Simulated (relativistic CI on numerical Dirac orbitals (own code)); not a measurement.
**Hyperfine structure of K XVII, mass number 40**

Calculated at this level of theory: Dirac-Coulomb-Breit CI, orbitals from a KLI potential per configuration, a model potential for QED, unscaled Slater integrals (own radial code, finite nucleus).

Configuration list (outside the closed core 1s2): 2s, 2p, 3s, 3p, 3d, 4s, 4p, 4d, 4f, 5s, 5p, 5d, 5f, 5g. Levels of other configurations are missing.

Nuclear spin I = 4, μ = -1.29797 μN, Q = -0.075 b (tables of Stone and Pyykkö). The electronic factors are computed for point nuclear moments, without core polarisation or the Bohr-Weisskopf and QED corrections.

| Level | E (eV) | A (MHz) | B (MHz) |
| --- | --- | --- | --- |
| 2s ²S1/2 | 0.000 | -62410 |  |
| 2p ²P°1/2 | 34.048 | -19160 |  |
| 2p ²P°3/2 | 38.069 | -3715 | -1590 |
| 3s ²S1/2 | 582.677 | -18270 |  |
| 3p ²P°1/2 | 592.105 | -5780 |  |
| 3p ²P°3/2 | 593.289 | -1121 | -481 |
| 3d ²D3/2 | 596.770 | -610 | -87.4 |
| 3d ²D5/2 | 597.144 | -260.3 | -124 |

Levels with J = 0, under 50 % of one LS term, or S terms without an open s electron are left out. Small factors come from cancelling terms and can be off by tens of per cent or more.

At this charge energies of transitions that change n are usually good to better than 1 %, and those within a shell (Δn = 0) to a few per cent.

Task: Give the hyperfine levels of 2s ²S1/2 relative to its centre of gravity.

Result: With K = F(F + 1) − I(I + 1) − J(J + 1), E = AK/2: F = 7/2: 156000, F = 9/2: -124800 MHz.
